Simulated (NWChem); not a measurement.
System: C2H6BFS; SMILES CB(SC)F

Output (shortened):

```
             Northwest Computational Chemistry Package (NWChem) 7.3.0
             --------------------------------------------------------

                             Geometry "geometry" -> ""
                             -------------------------

 Output coordinates in angstroms (scale by  1.889725989 to convert to a.u.)

  No.       Tag          Charge          X              Y              Z
 ---- ---------------- ---------- -------------- -------------- --------------
    1 B                    5.0000    -0.00223800     0.84398200    -0.00016400
    2 F                    9.0000     0.82261600     1.89776200     0.00014600
    3 C                    6.0000    -1.56023000     1.05947700    -0.00058700
    4 H                    1.0000    -2.03192900     0.59752300    -0.87787200
    5 H                    1.0000    -1.81178000     2.12527500    -0.00220300
    6 H                    1.0000    -2.03176100     0.60031600     0.87827600
    7 S                   16.0000     0.84795300    -0.76311000     0.00000800
    8 C                    6.0000    -0.53352900    -1.97487200    -0.00013300
    9 H                    1.0000    -1.15291300    -1.86852800     0.89321800
   10 H                    1.0000    -0.08026200    -2.96826500    -0.00014800
   11 H                    1.0000    -1.15279600    -1.86847200    -0.89356000

 Effective nuclear repulsion energy (a.u.)     211.7383501707

  xc_inp: hfexch multiplicative factor not found.

                                 NWChem DFT Module
                                 -----------------

 Summary of "ao basis" -> "ao basis" (spherical)
 ------------------------------------------------------------------------------
       Tag                 Description            Shells   Functions and Types
 ---------------- ------------------------------  ------  ---------------------
 B                           6-31g*                  6       14   3s2p1d
 F                           6-31g*                  6       14   3s2p1d
 C                           6-31g*                  6       14   3s2p1d
 H                           6-31g*                  2        2   2s
 S                           6-31g*                  8       18   4s3p1d

            General Information
            -------------------
          SCF calculation type: DFT
          Wavefunction type:  closed shell.
          No. of atoms     :    11
          No. of electrons :    48
           Alpha electrons :    24
            Beta electrons :    24
          Charge           :     0
          Spin multiplicity:     1
          Use of symmetry is: off; symmetry adaption is: off
          Maximum number of iterations: 150
          AO basis - number of functions:    86
                     number of shells:    44
          Convergence on energy requested:  1.00D-06
          Convergence on density requested:  1.00D-05
          Convergence on gradient requested:  5.00D-04

              XC Information
              --------------
                     Hartree-Fock (Exact) Exchange  1.000

      Superposition of Atomic Density Guess
      -------------------------------------

 Sum of atomic energies:        -599.66400500

      Non-variational initial energy
      ------------------------------

 Total energy =    -601.900536
 1-e energy   =   -1246.005952
 2-e energy   =     432.367066
 HOMO         =      -0.301254
 LUMO         =       0.070623

     ---------------------------------------------
      Total Density - Mulliken Population Analysis
     ---------------------------------------------

    Atom       Charge   Shell Charges
 -----------   ------   -------------------------------------------------------
    1 B    5     4.17   2.00  0.55  0.94  0.37  0.22  0.09
    2 F    9     9.49   2.00  0.95  3.46  0.98  2.09  0.01
    3 C    6     6.95   2.00  0.72  2.12  0.70  1.38  0.02
    4 H    1     0.74   0.45  0.29
    5 H    1     0.75   0.46  0.30
    6 H    1     0.74   0.45  0.29
    7 S   16    16.22   2.00  2.00  5.98  1.32  3.08  0.49  1.32  0.04
    8 C    6     6.65   2.00  0.70  1.92  0.72  1.28  0.03
    9 H    1     0.76   0.47  0.30
   10 H    1     0.76   0.47  0.29
   11 H    1     0.76   0.47  0.30

   convergence    iter        energy       DeltaE   RMS-Dens  Diis-err
 ---------------- ----- ----------------- --------- --------- ---------
 d= 0,ls=0.0,diis     1   -600.8874830384 -8.13D+02  6.69D-03  4.56D-01
 d= 0,ls=0.0,diis     2   -600.9460988038 -5.86D-02  2.22D-03  1.01D-01
 d= 0,ls=0.0,diis     3   -600.9558275317 -9.73D-03  9.16D-04  6.68D-03
 d= 0,ls=0.0,diis     4   -600.9569206635 -1.09D-03  2.60D-04  2.48D-04
 d= 0,ls=0.0,diis     5   -600.9569762968 -5.56D-05  9.95D-05  2.01D-05
  Resetting Diis
 d= 0,ls=0.0,diis     6   -600.9569825833 -6.29D-06  3.23D-05  1.26D-06
 d= 0,ls=0.0,diis     7   -600.9569831602 -5.77D-07  7.08D-06  1.39D-07

         Total DFT energy =     -600.956983160242
      One electron energy =    -1249.489197255832
           Coulomb energy =      488.408799001822
    Exchange-Corr. energy =      -51.614935076974
 Nuclear repulsion energy =      211.738350170743

 Numeric. integr. density =        0.000000000000

                       DFT Final Molecular Orbital Analysis
                       ------------------------------------

 Vector   22  Occ=2.000000D+00  E=-4.999884D-01
              MO Center=  9.4D-02, -5.9D-01, -9.4D-05, r^2= 3.4D+00
   Bfn.  Coefficient  Atom+Function         Bfn.  Coefficient  Atom+Function
  ----- ------------  ---------------      ----- ------------  ---------------
    56      0.369198   7 S  py               55      0.266023   7 S  px
    70     -0.243920   8 C  py               69     -0.201358   8 C  px
    74     -0.175711   8 C  py               31     -0.173425   3 C  px
    58      0.174178   7 S  s                18      0.166968   2 F  py
     3      0.159963   1 B  px               73     -0.148812   8 C  px

 Vector   23  Occ=2.000000D+00  E=-4.224533D-01
              MO Center=  4.5D-01, -4.2D-01, -1.1D-04, r^2= 3.1D+00
   Bfn.  Coefficient  Atom+Function         Bfn.  Coefficient  Atom+Function
  ----- ------------  ---------------      ----- ------------  ---------------
    55      0.496297   7 S  px               56     -0.234529   7 S  py
    59      0.230651   7 S  px               58      0.218411   7 S  s
    31      0.199785   3 C  px                3     -0.193447   1 B  px
    51     -0.189699   7 S  px                4      0.181528   1 B  py
    35      0.158946   3 C  px               69     -0.157293   8 C  px

 Vector   24  Occ=2.000000D+00  E=-3.697919D-01
              MO Center=  6.7D-01, -6.8D-01,  1.4D-05, r^2= 2.0D+00
   Bfn.  Coefficient  Atom+Function         Bfn.  Coefficient  Atom+Function
  ----- ------------  ---------------      ----- ------------  ---------------
    57      0.644337   7 S  pz               61      0.414924   7 S  pz
    53     -0.242791   7 S  pz               82     -0.111568   9 H  s
    86      0.111563  11 H  s                71     -0.109609   8 C  pz
     5      0.105212   1 B  pz               19     -0.088767   2 F  pz
    23     -0.084495   2 F  pz               81     -0.083004   9 H  s

 Vector   25  Occ=0.000000D+00  E= 1.512249D-01
              MO Center= -8.3D-02,  6.4D-01, -1.9D-04, r^2= 2.8D+00
   Bfn.  Coefficient  Atom+Function         Bfn.  Coefficient  Atom+Function
  ----- ------------  ---------------      ----- ------------  ---------------
     9      0.776401   1 B  pz                5      0.419748   1 B  pz
    61     -0.327711   7 S  pz               44      0.319597   4 H  s
    48     -0.320351   6 H  s                23     -0.255106   2 F  pz
    57     -0.201650   7 S  pz               19     -0.194616   2 F  pz
    82      0.177584   9 H  s                86     -0.177370  11 H  s

 Vector   26  Occ=0.000000D+00  E= 1.829227D-01
              MO Center=  9.5D-02, -1.1D+00, -1.3D-05, r^2= 4.9D+00
   Bfn.  Coefficient  Atom+Function         Bfn.  Coefficient  Atom+Function
  ----- ------------  ---------------      ----- ------------  ---------------
    72      1.798543   8 C  s                60      0.881381   7 S  py
    34      0.773490   3 C  s                82     -0.513919   9 H  s
    86     -0.513886  11 H  s                 6     -0.508157   1 B  s
    59      0.450100   7 S  px               84     -0.442745  10 H  s
    58     -0.357414   7 S  s                46     -0.303818   5 H  s

 Vector   27  Occ=0.000000D+00  E= 2.282586D-01
              MO Center= -1.1D+00, -1.1D-02, -6.5D-04, r^2= 5.7D+00
   Bfn.  Coefficient  Atom+Function         Bfn.  Coefficient  Atom+Function
  ----- ------------  ---------------      ----- ------------  ---------------
    34      1.714031   3 C  s                44     -0.934351   4 H  s
    48     -0.933731   6 H  s                73     -0.645358   8 C  px
    82     -0.612644   9 H  s                86     -0.613672  11 H  s
    72      0.549315   8 C  s                60     -0.504158   7 S  py
    46     -0.415087   5 H  s                 8     -0.380678   1 B  py

     ---------------------------------------------
      Total Density - Mulliken Population Analysis
     ---------------------------------------------

    Atom       Charge   Shell Charges
 -----------   ------   -------------------------------------------------------
    1 B    5     4.31   2.00  0.54  1.24  0.24  0.18  0.12
    2 F    9     9.40   2.00  0.93  3.31  1.02  2.13  0.01
    3 C    6     6.75   2.00  0.63  2.08  0.73  1.28  0.04
    4 H    1     0.81   0.51  0.30
    5 H    1     0.81   0.51  0.29
    6 H    1     0.81   0.51  0.30
    7 S   16    16.06   2.00  2.00  5.98  1.28  3.02  0.57  1.15  0.06
    8 C    6     6.66   2.00  0.64  2.01  0.76  1.20  0.05
    9 H    1     0.80   0.52  0.28
   10 H    1     0.79   0.52  0.27
   11 H    1     0.80   0.52  0.28

     -------------------------------------------
      Total Density - Lowdin Population Analysis
     -------------------------------------------

    Atom       Charge   Shell Charges
 -----------   ------   -------------------------------------------------------
    1 B    5     4.99   1.98  0.44  1.17  0.34  0.78  0.29
    2 F    9     9.09   1.99  0.90  3.18  0.78  2.21  0.02
    3 C    6     6.46   1.99  0.54  1.89  0.45  1.54  0.06
    4 H    1     0.85   0.48  0.36
    5 H    1     0.85   0.49  0.36
    6 H    1     0.85   0.48  0.36
    7 S   16    15.88   2.00  1.99  5.90  1.00  2.77  0.57  1.57  0.07
    8 C    6     6.46   1.99  0.56  1.84  0.48  1.51  0.07
    9 H    1     0.86   0.50  0.36
   10 H    1     0.85   0.49  0.36
   11 H    1     0.86   0.50  0.36

     Multipole analysis of the density
     ---------------------------------

     L   x y z        total         alpha         beta         nuclear
     -   - - -        -----         -----         ----         -------
     0   0 0 0     -0.000000    -24.000000    -24.000000     48.000000

     1   1 0 0     -1.047339     -0.651800     -0.651800      0.256260
     1   0 1 0     -0.480494     -0.443853     -0.443853      0.407211
     1   0 0 1     -0.000127      0.005594      0.005594     -0.011314

     2   2 0 0    -29.702993   -100.757799   -100.757799    171.812605
     2   1 1 0      0.031321      2.955963      2.955963     -5.880606
     2   1 0 1     -0.000701     -0.019513     -0.019513      0.038324
     2   0 2 0    -27.738251   -186.093482   -186.093482    344.448714
     2   0 1 1     -0.000155      0.002442      0.002442     -0.005038
     2   0 0 2    -27.945603    -19.576378    -19.576378     11.207154

                     NWChem Electrostatic Potential Fit Module
                     -----------------------------------------

 Atom parameters

 Number of atoms is                                   11
 Number of basis functions is                         86

 Grid parameters

 Maximum number of grid points is                  41904
 Number of grid points is                          41903
 Grid range                                     0.300000 nm
 Grid spacing                                   0.020000 nm
 Probe radius                                   0.070000 nm
 Atom radius factor                             1.000000

 Atomic radii

    1    0.100000
    5    0.158000
    6    0.147000
    9    0.128000
   16    0.174000
 FASTESP  F
  using M.O. file = ./job.movecs

    Atom              Coordinates                           Charge

                                                  ESP

    1 B    -0.000224    0.084398   -0.000016    0.712832
    2 F     0.082262    0.189776    0.000015   -0.334984
    3 C    -0.156023    0.105948   -0.000059   -0.382544
    4 H    -0.203193    0.059752   -0.087787    0.086626
    5 H    -0.181178    0.212528   -0.000220    0.066575
    6 H    -0.203176    0.060032    0.087828    0.086653
    7 S     0.084795   -0.076311    0.000001   -0.406973
    8 C    -0.053353   -0.197487   -0.000013    0.123325
    9 H    -0.115291   -0.186853    0.089322   -0.003936
   10 H    -0.008026   -0.296827   -0.000015    0.056004
   11 H    -0.115280   -0.186847   -0.089356   -0.003579
                                            ------------
                                                0.000000

 Dipole moment                                  1.182101

 Quadrupole moment Qxx                         -6.656623
                   Qyy                          3.879818
                   Qzz                          2.776805

 RMS deviation kJ/mol                           0.071120

 RRMS %                                        33.545598
```

Level: Hartree-Fock/6-31G* (spherical d). Geometry: optimised at B3LYP/6-31G* (spherical d).

Reconstruct the input file.

Several could match; the one computed here: the input that was run:
```
start job
memory heap 200 mb stack 900 mb global 1100 mb
geometry units angstroms noautosym nocenter noautoz
  B     -0.002238     0.843982    -0.000164
  F      0.822616     1.897762     0.000146
  C     -1.560230     1.059477    -0.000587
  H     -2.031929     0.597523    -0.877872
  H     -1.811780     2.125275    -0.002203
  H     -2.031761     0.600316     0.878276
  S      0.847953    -0.763110     0.000008
  C     -0.533529    -1.974872    -0.000133
  H     -1.152913    -1.868528     0.893218
  H     -0.080262    -2.968265    -0.000148
  H     -1.152796    -1.868472    -0.893560
end
basis spherical
  B library 6-31g*
  F library 6-31g*
  C library 6-31g*
  H library 6-31g*
  S library 6-31g*
end
dft
  xc hfexch
  iterations 150
  mulliken
end
task dft energy
esp
  recalculate
  probe 0.07
  range 0.3
  factor 1.0
  spacing 0.02
end
task esp
```
